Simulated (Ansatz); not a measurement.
Born–Oppenheimer molecular dynamics of BCl2H2N (6 atoms, charge 0, multiplicity 1). It starts from a relaxed structure.

Computed with RHF/def2-SVP (Ansatz 0.2.0).

| Quantity | Value |
| --- | --- |
| ensemble | NVT, Nosé–Hoover chain |
| time step | 0.5 fs |
| steps asked | 250 |
| set temperature | 2000 K |
| thermostat | time constant 20 fs, chain length 3 |
| seed | 156754 |

First frame:

```xyz
6
Properties=species:S:1:pos:R:3
B 0.000 0.000 0.071
N 0.000 0.000 1.453
H -0.841 -0.061 1.988
H 0.841 0.061 1.988
Cl 1.528 0.110 -0.826
Cl -1.528 -0.110 -0.826
```

**Question.** How far do the bonds stretch over the last three quarters of this one trajectory? (Pairs bonded in most of those frames.)

**Answer.** 
```tsv
bond	mean (Å)	spread (Å)	shortest	longest
B1–N2	1.411	0.056	1.29	1.51
B1–Cl5	1.798	0.102	1.60	2.02
B1–Cl6	1.788	0.070	1.63	1.95
N2–H3	1.020	0.059	0.92	1.11
N2–H4	1.016	0.030	0.97	1.07
```

Mean temperature of the second half: 2020 K. The conserved energy stayed within 2 meV per atom of its start (net change 1.3 meV per atom), so the integration is sound. A run of 0.12 ps of so small a system gives no equilibrium averages.

The run took 3.8 min on 1 thread of Arm Neoverse V1, with other jobs on the host, peak memory 0.12 GiB.
